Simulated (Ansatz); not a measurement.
The cluster Zn2Te⁺ was relaxed with PBE-D4 (def2-TZVP) in Ansatz in these states: charge +1 doublet, charge +1 quartet. The geometries follow in no particular order.

In the def2 sets Te takes a core potential; there is no spin–orbit coupling.

A:

```xyz
3

Zn    1.372   -0.092    1.715
Zn   -1.850    0.544   -1.055
Te    0.478   -0.451   -0.659
```

B:

Cartesian coordinates in Å:
```
Zn 1.209 1.469 1.076
Zn -1.992 -0.851 -0.286
Te 0.784 -0.618 -0.790
```

Task: Judge from the bond lengths which geometry belongs to which state (an estimate).

Result: A is the charge +1 doublet (Zn1–Te3 2.562 Å, Zn2–Te3 2.562 Å); B is the charge +1 quartet (Zn1–Te3 2.831 Å, Zn2–Te3 2.831 Å).

At PBE0-D4/def2-TZVP a doublet lies 0.52 eV below the charge +1 quartet. These are the stationary points nearest to one start from a short search; other shapes may lie lower in each state.
